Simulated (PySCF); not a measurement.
A structure optimised at PBE-D3(BJ)/def2-SVP, used in a PySCF frequency run:

```xyz
4

Si    -0.4347     0.4208     0.0000
F     -1.1471    -0.2416     1.3081
F     -1.1471    -0.2416    -1.3081
Cl     1.5726    -0.0908     0.0000
```
Charge 0, spin multiplicity 2.

**Question.** Write its SMILES, formula and point group.

**Answer.** F[Si](F)Cl, ClF₂Si, Cs

**Question.** What are its rotational constants (standard atomic weights)?

**Answer.** 6.9711, 3.3590, 2.4298 GHz
